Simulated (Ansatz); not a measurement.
Ideal-gas functions of H₅N₂Sb, SMILES `[NH2][SbH][NH2]` at 500 K and 1 bar, from an Ansatz frequency run at PBE0-D4/def2-TZVP.

Molar mass 154.81 g/mol, point group C1 (symmetry number 1), electronic degeneracy 1, moments of inertia 54.826, 82.783, 127.87 u Å². Harmonic wavenumbers (cm⁻¹, unscaled): 122, 181, 277, 484, 522, 615, 630, 651, 672, 874, 924, 1554, 1572, 1878, 3544, 3549, 3649, 3653.

Use S(trans) = R[1.5 ln M + 2.5 ln T − 1.1517]; rotational temperatures θ = 24.2544 K / I; S(rot) = R[ln(√π/σ · √(T³/θAθBθC)) + 1.5]; for each mode x = 1.438777 ν̃/T, S = R[x/(eˣ − 1) − ln(1 − e⁻ˣ)] and H = RT x/(eˣ − 1); 1 cm⁻¹ = 0.0119627 kJ/mol; R = 8.31446 J/(mol·K).

**Question.** By hand: the entropy, in J/(mol·K).

**Answer.** Translation 182.5. Rotation: θ = 0.4424, 0.293, 0.1897 K, giving 110.1. Vibration, mode by mode: 17.06, 13.83, 10.42, 6.20, 5.67, 4.58, 4.42, 4.21, 4.02, 2.54, 2.27, 0.53, 0.50, 0.24, 0.00, 0.00, 0.00, 0.00, in all 76.5. Electronic 0.0. Sum 369.1 J/(mol·K).

**Question.** By hand: H − E and G − E in kJ/mol, counted from the electronic energy.

**Answer.** Zero-point energy ½ × 25351 × 0.0119627 = 151.6; thermal vibration 21.1; translation, rotation and pV give 4 RT = 16.6. H − E = 189.3 kJ/mol, and G − E = 189.3 − 500 × 369.1/1000 = 4.8 kJ/mol.

Vibration gives 21 % of the entropy, 17.1 J/(mol·K) of it from the mode under 150 cm⁻¹: soft modes count most, and the harmonic formula is weakest for them. The sum counts one conformer and one mirror image; others add a mixing term.
